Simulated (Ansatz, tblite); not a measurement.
Isomers of LiAg$_{6}$⁺ (singlet), found by a short tight-binding search and relaxed with r2SCAN-D4/def2-SVP in Ansatz.

In the def2 sets Ag takes a core potential; there is no spin–orbit coupling. The xTB rows come from tblite. Correlated methods freeze no core orbitals; core or outer-core shells of Li, Ag are correlated, in sets that lack core-valence functions.

Run but left out: HF/def2-TZVP, MP2/def2-TZVP (B: restricted singlet, unstable towards broken spin symmetry); BHLYP-D4/def2-TZVP (B: restricted singlet, unstable in another Hartree–Fock run and untested here); HF/def2-TZVP, MP2/def2-TZVP (D: restricted singlet, unstable towards broken spin symmetry); BHLYP-D4/def2-TZVP (D: restricted singlet, unstable in another Hartree–Fock run and untested here).

B: The restricted singlet is unstable towards broken spin symmetry in Hartree–Fock (as tested in another run); at PBE-D4/def2-SVP, BLYP-D4/def2-TZVP, r2SCAN-D4/def2-TZVP, PBE0-D4/def2-SVP and others this wasn't settled. D: The restricted singlet is unstable towards broken spin symmetry in Hartree–Fock (as tested in another run); at PBE-D4/def2-SVP, BLYP-D4/def2-TZVP, r2SCAN-D4/def2-TZVP, PBE0-D4/def2-SVP and others this wasn't settled.

Other spin states weren't relaxed.

A:

Cartesian coordinates in Å:
```
Li 0.682 -1.111 -0.554
Ag 2.062 1.192 0.216
Ag 0.911 -0.484 2.158
Ag -1.865 -0.392 -1.444
Ag -0.620 1.009 0.503
Ag 0.346 1.249 -2.010
Ag -1.516 -1.463 1.132
```

B:

```xyz
7

Li   -0.148    2.156   -1.374
Ag    2.414   -0.670    0.737
Ag   -0.039   -0.230   -0.191
Ag   -2.433    0.507   -1.059
Ag   -2.095   -0.512    1.472
Ag    2.001    0.351   -1.781
Ag    0.301   -1.601    2.195
```

C:

Cartesian coordinates in Å:
```
Li 1.8682 0.7952 -1.6376
Ag -0.0218 -1.1553 -0.6277
Ag 2.1104 -0.5883 0.9813
Ag -2.4154 -0.1442 0.4322
Ag -0.5120 -1.1042 2.1354
Ag -1.0872 1.0254 -1.8793
Ag 0.0578 1.1714 0.5958
```

D:

```xyz
7

Li   -1.223    1.970    1.829
Ag   -0.253    0.476   -0.603
Ag    0.814   -1.232   -2.327
Ag   -1.283   -0.754    1.509
Ag    2.400    0.602   -0.926
Ag   -1.647   -1.754   -1.094
Ag    1.193    0.692    1.612
```

E:

```xyz
7

Li   -0.0779    1.3728    0.6927
Ag   -0.9802    0.0298   -1.4201
Ag    1.1051    1.3376   -2.4389
Ag    1.6415   -0.3201   -0.4229
Ag    1.8456   -0.9334    2.1624
Ag   -0.5768   -1.2088    1.0885
Ag   -2.9573   -0.2779    0.3384
```

Q: Estimate which lies lowest at each level, and how far above it the others are (kcal/mol).

A: 
```csv
level,A,B,C,D,E
GFN1-xTB,0.0,1.6,1.3,5.2,1.8
GFN2-xTB,23.0,0.0,15.3,9.8,12.3
PBE-D4/def2-SVP,0.0,9.5,15.4,12.4,2.3
PBE-D4/def2-TZVP,0.0,10.7,14.3,13.1,3.0
BLYP-D4/def2-TZVP,0.0,7.6,15.6,10.7,1.6
r2SCAN-D4/def2-TZVP,0.0,10.1,13.2,12.3,1.8
PBE0-D4/def2-SVP,0.0,10.0,14.7,12.9,2.2
PBE0-D4/def2-TZVP,0.0,11.2,13.6,13.6,2.9
r2SCAN0-D4/def2-TZVP,0.0,10.4,12.9,12.8,1.7
RPA@PBE/def2-TZVP,0.0,11.6,9.4,11.7,4.2
```
Point groups (tolerance 0.1 Å): A C5v, B Cs, C C2v, D Cs, E C3v. Lower isomers may exist.
